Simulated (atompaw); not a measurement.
**Building the PAW (atompaw) potential for P (PBEsol, scalar-relativistic).**

phosphorus, PAW, made with atompaw 4.2.0.5 (PBEsol, scalar-relativistic). Core [Ne], reference 3s2 3p3. Waves: 3s (bound): rc 1.35 bohr; 3s channel at -0.05 Ry: rc 1.35 bohr; 3p (bound): rc 1.35 bohr; 3p channel at 0.05 Ry: rc 1.35 bohr. Local part: bessel scheme, radius 0.90 bohr. Core correction: smooth core density matched at 0.90 bohr. Augmentation charge: besselshape compensation charge, radius 1.30 bohr; PAW radius 1.35 bohr; waves and projectors: custom polynom2 7 10 vanderbiltortho.

* Cutoffs needed: 21 Ry and 30 Ry (the cutoffs (Ry, on a coarse ladder) from which the occupation-weighted sum of valence levels, in a spherical-Bessel basis at the reference potential, stays within 10 and 1 mRy of its value at 400 Ry)
* Ghost test: ghost state, extra bound levels that the all-electron valence spectrum of the same l lacks: s at -218.7 eV; a true bound ghost makes a file unfit for plane-wave use (spherical-Bessel basis up to 400 Ry, 20 bohr box)
* Lowest eigenvalue of the overlap operator: 0.17 (s channel)
* Overlap eigenvalues printed by atompaw (projector basis): 0.631, 1.84, 4.18e+03, 5.02e+04
* Share of each valence orbital outside the PAW sphere: 3s 77 %, 3p 87 %
